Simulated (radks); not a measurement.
Results of a calculation; reference values are marked as such.
Neutral praseodymium inside a hard spherical wall (all orbitals vanish at R), configuration held at [Xe] 4f3 6s2 and not refilled when levels cross. Code: a radial shooting solver on a logarithmic mesh with Libxc functionals. Model: scalar-relativistic Kohn-Sham, r2SCAN, spin-unpolarised, spherical densities, finite nucleus; meta-GGA in the generalised Kohn-Sham scheme; Fermi nuclear charge, rms radius 4.8919 fm. Eigenvalues in eV, with the zero of energy where the potential of the charges vanishes at infinity; a dash marks a level that is unbound or too diffuse for the functional's potential to be trusted. A positive occupied level is held by the wall or, in an anion where self-interaction has pushed it up, behind a barrier. The pressure on the wall is -dE/dV.

R (bohr)  E (hartree)  kinetic (hartree)    e(5s)    e(5p)   e(6s)  e(5d, empty)  e(6p, empty)   e(4f)  pressure (GPa)
free       -9237.9077           9811.016  -40.321  -22.318  -3.524        -1.893        -1.153  -0.914               0
20         -9237.9077           9811.015  -40.321  -22.318  -3.524        -1.893        -1.152  -0.914        < 0.0001
12         -9237.9070           9811.023  -40.263  -22.261  -3.482        -1.844        -1.053  -0.857          0.0108
8          -9237.8800           9811.185  -39.378  -21.395  -2.688        -1.081         0.377   0.016           0.892
5          -9237.4941           9812.680  -35.458  -17.703   4.117         3.109        10.693   4.124            38.2
4          -9236.6911           9815.691  -31.287  -13.687  15.532         8.686        25.910   8.997             212
3.5        -9235.6165           9819.689  -27.127   -9.375  28.797        14.810        42.297  14.092             592
3          -9233.2085           9828.250  -19.642   -1.055  54.642        26.507        72.538  23.146            1880
2.5        -9227.2390           9847.889   -4.329   16.850  108.64        50.984        132.88  39.800            7060
2          -9210.2923           9899.539   34.063   62.093  233.89        109.30        267.68  72.845           33700
1.5        -9149.8227          10073.682   164.87   209.89  582.30        279.50        629.69  153.18          241000
